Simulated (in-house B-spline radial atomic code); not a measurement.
**OLYP excitations of the argon ion Ar⁶⁺**

Method: OLYP. Computed with an all-electron radial atomic-structure program (B-spline basis): linear response of the closed shell [Ne] 3s2 with the functional's adiabatic kernel; scalar-relativistic (spin-free one-electron X2C), finite nucleus, no spin-orbit coupling, no double excitations, S, P, D and F terms only.

Command:
```bash
python run_td.py task.json out
```
Settings (radii: box in bohr, nucleus in fm):
```
Z                        18
electrons                12
configuration            [Ne] 3s2
hamiltonian              x2c
method                   optx,lyp
box_radius               14.35
rms_radius               3.4274
intervals                71
```

Time taken, with all properties: 0.2 s on 1 thread of Intel(R) Xeon(R) 6975P-C (Granite Rapids) (shared host).

The lowest states, in the order of their Tamm-Dancoff energies; the method's threshold (minus the highest occupied level) is 115.83 eV. Labels give the largest channel, * marks a mixed state, and oscillator strengths are full-response dipole values. Semilocal kernels can invert the small singlet-triplet splittings of Rydberg terms. Energies in eV:

```tsv
state	full response	Tamm-Dancoff	oscillator strength
3s → 3p 3P	11.892	12.681	-
3s → 3p 1P	20.619	21.218	1.17
3s → 3d 3D	36.40	36.70	-
3s → 3d 1D	40.32	40.35	-
3s → 4s 3S	61.67	61.70	-
3s → 4s 1S	?	?	-
3s → 4p 3P	67.62	67.65	-
3s → 4p 1P	68.55	68.60	0.194
3s → 4d 3D	?	?	-
3s → 4d 1D	76.52	76.54	-
```

Where does 3s → 4d 3D lie?

At 75.96 eV in full response, 75.99 eV in Tamm-Dancoff.

Where does 3s → 4s 1S lie?

At 63.62 eV in full response, 63.68 eV in Tamm-Dancoff.

How large is the singlet-triplet splitting of 3s → 3p (P terms) in Tamm-Dancoff?

8.54 eV, from the unrounded values.

What polarisabilities and dispersion coefficient does the method give?

Dipole 2.123 bohr³, quadrupole 1.823 bohr⁵, C6 2.746 hartree·bohr⁶ for two such species.
